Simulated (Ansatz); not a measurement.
Start from `O=C=[N][Ti]([F])([F])[F]` and change one atom or group to get `[F][Ti]([F])([F])[SeH]`.

Ansatz, PBE0-D4/def2-TZVP geometries, multiplicity 1. Each molecule was computed in one conformer, which needn't be the lowest.

Scalar relativity is left out up to krypton. Spin–orbit coupling is left out; it splits and shifts lone-pair levels of the heavy atoms by tenths of an eV.

```
                                      property  `O=C=[N][Ti]([F])([F])[F]`
       HOMO–LUMO gap (ωB97M-V/def2-TZVPP) / eV                       10.82
           LUMO energy (B3LYP/def2-TZVPP) / eV                       -3.55
           HOMO–LUMO gap (PBE/def2-TZVPP) / eV                        4.12
         HOMO energy (ωB97M-V/def2-TZVPP) / eV                      -11.83
             LUMO energy (PBE/def2-TZVPP) / eV                       -4.08
size of the dipole moment (PBE/def2-TZVPP) / D                        0.05
```

(1) What does the change do to each property? (Best estimate.)

## Answers

(1) The calculation gave: 
| property | `[F][Ti]([F])([F])[SeH]` | shift |
| --- | --- | --- |
| HOMO–LUMO gap (ωB97M-V/def2-TZVPP) / eV | 9.08 | -1.74 |
| LUMO energy (B3LYP/def2-TZVPP) / eV | -3.45 | 0.10 |
| HOMO–LUMO gap (PBE/def2-TZVPP) / eV | 2.63 | -1.49 |
| HOMO energy (ωB97M-V/def2-TZVPP) / eV | -9.99 | 1.84 |
| LUMO energy (PBE/def2-TZVPP) / eV | -4.11 | -0.03 |
| size of the dipole moment (PBE/def2-TZVPP) / D | 0.78 | 0.73 |

With PBE0 the HOMO rises by 1.73 eV and the LUMO rises by 0.08 eV, so the gap narrows by about 1.65 eV. PBE moves the HOMO by 1.46 eV and ωB97M-V by 1.84 eV. The zero-point energy changes by -15.4 kJ/mol with -3 modes.

B3LYP here is the variant with VWN-RPA as its local correlation; programs differ in this.
